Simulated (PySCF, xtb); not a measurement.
CHO2, SMILES O=[C]O, multiplicity 2. Other conformers were not sampled.

Harmonic wavenumbers (cm⁻¹) from GFN2-xTB in xtb at its own minimum, in rising order: 527, 650, 1096, 1252, 1882, 3058.

What does PBE0-D3(BJ)/def2-TZVP run with PySCF give at its own minimum? (The exact figures need the calculation; the answer reports its results.)

606, 607, 1108, 1308, 1910, 3628. Paired by order, the mean absolute difference is 131 cm⁻¹ and the zero-point energies are 12.1 and 13.1 kcal/mol.
